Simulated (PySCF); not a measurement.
silyloxysilylformaldehyde (CH6O2Si2), SMILES O=C[SiH2]O[SiH3]. Atoms are numbered in the order given.

```xyz
11

O     -3.1676     0.0464     0.5515
C     -1.9914    -0.0839     0.8068
Si    -0.6788     0.1759    -0.5792
O      0.8231    -0.0705     0.0735
Si     2.4798    -0.1250    -0.0428
H     -1.6585    -0.3563     1.8503
H     -0.9569    -0.7988    -1.6707
H     -0.8188     1.5659    -1.0964
H      3.0301    -0.4906     1.2894
H      2.8882    -1.1450    -1.0509
H      3.0071     1.2077    -0.4544
```

Coordinates come from a B3LYP-D3(BJ)/def2-SVP optimisation. The values are those of a single conformer.

Calculation: PySCF with B3LYP/def2-TZVP.

Isolated molecule, no solvent.

- total energy = -771.34965 hartree
- highest occupied level = -6.93 eV
- lowest empty level = -2.01 eV
- orbital gap = 4.93 eV
- dipole moment = 2.47 D
- quadrupole, principal values (traceless, Buckingham form, about the centre of nuclear charge) = -10.15, 4.56, 5.59 D·Å
- mean static polarisability = 68.4 bohr³ (10.14 Å³)
- polarisability, principal values = 57.2, 67.1, 81.0 bohr³
